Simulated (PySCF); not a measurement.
An element was calculated at PBE0 (PySCF 2.14, spin-free X2C, a double-zeta basis, no spin-orbit coupling), in the ground configurations that NIST lists.

```
first ionisation energy  : 5.479 eV
second ionisation energy : 13.902 eV
third ionisation energy  : 20.857 eV
```

Problem. Which element is it?

Solution. Lutetium (Lu, Z = 71), in cc-pVDZ-X2C. NIST lists 5.426, 14.13 ± 0.05, 20.959 eV for these ionisation energies.
